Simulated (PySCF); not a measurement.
C3H9B.

```xyz
13

B     -0.0233    -0.0057     0.0000
C      0.0132     1.5673     0.0000
H      0.4619     2.0136     0.9008
H     -1.0504     1.8807     0.0000
H      0.4619     2.0136    -0.9008
C     -0.0121    -0.7846     1.3675
H      1.0576    -0.9300     1.6193
H     -0.4622    -1.7881     1.3312
H     -0.4408    -0.2159     2.2075
C     -0.0121    -0.7846    -1.3675
H     -0.4622    -1.7881    -1.3312
H      1.0576    -0.9300    -1.6193
H     -0.4408    -0.2159    -2.2075
```

The structure is a stationary point at PBE0-D3(BJ)/def2-SVP. The isomer is the one that the SMILES or the coordinates give; other isomers of the formula were not compared.

Level of theory: PBE0/pcSseg-1 in PySCF. Non-relativistic, no solvent.

Computed absolute GIAO shielding of each atom: isotropic value and principal components (ppm):
| atom | σ(iso) | σ11 | σ22 | σ33 | span |
|---|---|---|---|---|---|
| B1 | 13.2 | -42.3 | -39.9 | 121.9 | 164.2 |
| C2 | 167.5 | 150.3 | 168.2 | 184.0 | 33.7 |
| H3 | 30.3 | 26.7 | 29.4 | 34.8 | 8.1 |
| H4 | 30.8 | 27.2 | 29.2 | 35.9 | 8.7 |
| H5 | 30.3 | 26.7 | 29.4 | 34.8 | 8.1 |
| C6 | 167.9 | 151.0 | 167.8 | 184.9 | 34.0 |
| H7 | 30.7 | 27.4 | 29.0 | 35.8 | 8.4 |
| H8 | 30.2 | 26.4 | 29.2 | 35.0 | 8.6 |
| H9 | 30.2 | 26.5 | 29.4 | 34.6 | 8.1 |
| C10 | 167.9 | 151.0 | 167.8 | 184.9 | 34.0 |
| H11 | 30.2 | 26.4 | 29.2 | 35.0 | 8.6 |
| H12 | 30.7 | 27.4 | 29.0 | 35.8 | 8.4 |
| H13 | 30.2 | 26.5 | 29.4 | 34.6 | 8.1 |
